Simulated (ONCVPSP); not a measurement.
# Scattering properties, ONCV potential for B (Z = 5)

```json
{
 "Element": "B",
 "Generator": "ONCVPSP 4.0.1",
 "Type": "optimised norm-conserving Vanderbilt (ONCV)",
 "Functional": "PBE",
 "Relativity": "scalar-relativistic",
 "Frozen core": "[He]",
 "Valence charge": "3",
 "Reference configuration": "2s2 (charge +1)",
 "Partial waves": "2s: rc 1.05 bohr, ncon 4, nbas 7, qcut 5.2 1/bohr, 2 projectors, debl 1.7 Ha; p scattering state at 0.18 Ha: rc 0.85 bohr, ncon 3, nbas 7, qcut 10.6 1/bohr, 2 projectors, debl 3.2 Ha; d scattering state at 0.05 Ha: rc 1.00 bohr, ncon 4, nbas 8, qcut 10.1 1/bohr, 1 projector",
 "Local potential": "polynomial inside 0.85 bohr (lpopt 5, dvloc0 0 Ha)",
 "Core correction": "polynomial model core, fcfact 0.55"
}
```

The phase is arctan(r·R′/R) of the radial function R(r), unwrapped; energies in Ha, scanned from -2 to 5 Ha. A pole is an energy at which the radial function vanishes at the test radius. The pseudo phase is shifted by a multiple of π to meet the all-electron one at the reference energy, and phase errors are pseudo minus all-electron; the curves can meet again beyond the range given. Levels narrower than the energy grid can be missing from the lists of poles.

Question: For each channel, where are the poles, and over which energies does the pseudopotential scatter like the atom?

Answer:

```json
{"channel": "s", "radius (bohr)": "1.06", "reference energy (Ha)": "-0.72", "poles, all-electron": "none", "poles, pseudo": "3.65", "unbroken range about the reference energy with phases within 0.05 rad": "below 3.3", "phase error 1 Ha above the reference energy (rad)": "-0.000"}
{"channel": "p", "radius (bohr)": "0.86", "reference energy (Ha)": "0.18", "poles, all-electron": "none", "poles, pseudo": "none", "unbroken range about the reference energy with phases within 0.05 rad": "the whole range", "phase error 1 Ha above the reference energy (rad)": "-0.000"}
{"channel": "d", "radius (bohr)": "1.01", "reference energy (Ha)": "0.05", "poles, all-electron": "none", "poles, pseudo": "none", "unbroken range about the reference energy with phases within 0.05 rad": "the whole range", "phase error 1 Ha above the reference energy (rad)": "+0.000"}
```

Note: no bound ghost flagged; GHOST(+) flagged for s at 99.4 eV.

Phases in the d channel:

```csv
E (Ha),all-electron,pseudo
-1.98,1.061,1.061
-1.62,1.032,1.032
-1.26,0.999,0.999
-0.90,0.960,0.960
-0.54,0.915,0.915
-0.18,0.862,0.862
0.18,0.800,0.800
0.54,0.726,0.726
0.90,0.637,0.637
1.26,0.530,0.530
1.62,0.402,0.402
1.98,0.252,0.252
2.34,0.081,0.081
2.70,-0.104,-0.104
3.06,-0.291,-0.291
3.42,-0.468,-0.468
3.78,-0.627,-0.628
4.14,-0.764,-0.765
4.50,-0.880,-0.880
4.86,-0.976,-0.976
```
